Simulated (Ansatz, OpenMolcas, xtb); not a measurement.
## A family of molecules: the atomisation energy (no zero-point term)

Gas-phase molecules, one atom swapped for its congeners: SiO; SiS; SiSe. All are singlets with charge 0.

Shapes, held fixed at every level: PBE0-D4/def2-TZVP; SiS at the measured bond length. Programs: Ansatz 0.2.0, OpenMolcas 26.06, xtb 6.7.1. Values in eV.

```tsv
level	SiO	SiSe
GFN0-xTB	8.19	3.92
BLYP/STO-3G	9.04	7.66
r2SCAN/STO-3G	8.56	7.59
r2SCAN0/STO-3G	7.60	7.00
wB97M-V/STO-3G	8.40	7.37
B2PLYP/STO-3G	7.87	6.84
CCSDT/STO-3G	7.17	6.29
B3LYP/6-31G* (Cartesian functions)	7.82	5.36
```

Estimate the column for SiS from its neighbours.

The mean of the neighbours at B3LYP/6-31G* (Cartesian functions) is 6.59 eV, against 5.93 from the run: the member lies nearer Se. All rows: GFN0-xTB 7.29; BLYP/STO-3G 8.01; r2SCAN/STO-3G 7.84; r2SCAN0/STO-3G 7.15; wB97M-V/STO-3G 7.57; B2PLYP/STO-3G 7.10; CCSDT/STO-3G 6.53; B3LYP/6-31G* (Cartesian functions) 5.93 eV. At B3LYP/6-31G* (Cartesian functions) the atomisation energy falls at every step, from 7.82 to 5.36 eV. Every level shows the same order. T1 is large for SiO (0.031), SiS (0.033), SiSe (0.023), so single-reference values are less sure there. Relativity is left out for Se. Outer-core shells of Se are correlated, in sets that cover them unevenly. GFN0-xTB strays far from the other rows. xTB rows lack spin polarisation. Spin-orbit coupling, which grows down the group, is left out (summed over each molecule's free atoms 0.03, 0.04, 0.14 eV). Coupled cluster in double- or triple-zeta sets underbinds by a few per cent against its basis-set limit.
